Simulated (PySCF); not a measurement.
C$_{2}$H$_{2}$F (SMILES C=[C]F), doublet, geometry from GFN2-xTB, with bond 4-2 at 1.6 times its length. Base run: PBE0/STO-3G (PySCF).

The PySCF input:
```python
from pyscf import gto, scf, dft

mol = gto.M(
    atom='''
C     0.01269615    0.41171885   -0.01137087
C     1.19873388   -0.11100266   -0.02785296
F    -1.19104254   -0.12604551    0.03401395
H     1.48852769   -1.82969716    0.01079765
H     2.07094770    0.51529918   -0.06708620
''',
    basis='sto-3g',
    spin=1,
    verbose=4,
)

mf = dft.UKS(mol)
mf.xc = 'pbe0'
mf.kernel()
```

Each row names what was changed in the base input (with any setting that the change needs).

```
change                                                                            ΔE vs base (µEh)  SCF cycles  <S^2>
--------------------------------------------------------------------------------  ----------------  ----------  -----
base                                                                                           0.0          13  0.840
diis = off; damp = 0.6 (with mf.diis_start_cycle = 200; with mf.max_cycle = 150)               0.0          56  0.840
level_shift = 0.5 (with mf.max_cycle = 100)                                                    0.0          21  0.840
level_shift = 0.3 (with mf.max_cycle = 100)                                                    0.0          18  0.840
init_guess = huckel                                                                            0.0          15  0.840
conv_tol = 1e-6                                                                                0.0           9  0.840
DIIS = ADIIS                                                                                   0.0          29  0.840
conv_tol = 1e-7                                                                                0.0          10  0.840
diis_space = 12                                                                                0.0          12  0.840
conv_tol_grad = 1e-7                                                                           0.0          17  0.840
level_shift = 1.0 (with mf.max_cycle = 100)                                                    0.0          30  0.840
conv_tol = 1e-11                                                                               0.0          14  0.840
conv_tol_grad = 1e-3                                                                           0.0          13  0.840
```

Open shells are given as the SCF converged; they aren't shown to be the lowest states, and a large step between rows can be another state.
